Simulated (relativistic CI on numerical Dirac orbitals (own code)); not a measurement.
## Tm46+: sensitivity of the levels to the model

Base calculation: Dirac-Coulomb-Breit CI, separate exchange-only KLI orbitals for each configuration, model QED, unscaled Slater integrals.

CI space (outside the closed core [Ne]): 3s²3p⁶3d⁵, 3s²3p⁵3d⁶, 3s²3p⁴3d⁷, 3s3p⁶3d⁶, 3p⁶3d⁷, 3s3p⁵3d⁷, 3s²3p⁶3d⁴4s, 3s²3p⁶3d⁴4p, 3s²3p⁴3d⁶4s, 3s²3p⁵3d⁵4s, 3s²3p⁶3d⁴4f, 3p⁶3d⁶4s, 3s²3p⁶3d³4s², 3s²3p⁶3d⁴5s, 3p⁶3d⁵4s². Levels of other configurations are missing.

Variants: (1) QED terms removed. Shifts of the energy above 3s²3p⁶3d⁵ ⁴P5/2, in eV, for the lowest level and the first level of each name with at least 55 % of one term (blank where a level changes its place among those of its configuration and J or its character, or is not in the variant):

| Level | Base | Δ(1) |
| --- | --- | --- |
| 3s²3p⁶3d⁵ ⁴P5/2 | 0.000 | 0.000 |
| 3s²3p⁶3d⁵ ²D3/2 | 78.358 | -0.145 |
| 3s²3p⁶3d⁵ ²I13/2 | 102.743 | -0.262 |
| 3s²3p⁶3d⁵ ⁴D1/2 | 103.156 | -0.261 |
| 3s²3p⁶3d⁵ ²G7/2 | 113.181 | -0.259 |
| 3s²3p⁶3d⁵ ⁴F5/2 | 114.622 | -0.260 |
| 3s²3p⁶3d⁵ ²G9/2 | 129.065 | -0.263 |
| 3s²3p⁶3d⁵ ²P3/2 | 143.595 | -0.255 |
| 3s²3p⁶3d⁵ ²P1/2 | 178.995 | -0.375 |
| 3s²3p⁵3d⁶ ⁴H°13/2 | 378.313 | +0.295 |
| 3s²3p⁵3d⁶ ⁴I°15/2 | 386.584 | +0.294 |

At this charge energies of transitions that change n are usually good to better than 1 %, and those within a shell (Δn = 0) to a few per cent.

Ionisation energy from the two ground configurations alone: base 3894.84 eV. The NIST ASD value (theoretical) is 3895 eV.

LS names give the leading component of a level, which can be under half, so a name can repeat, a term be missing and a line seem to break the LS rules.
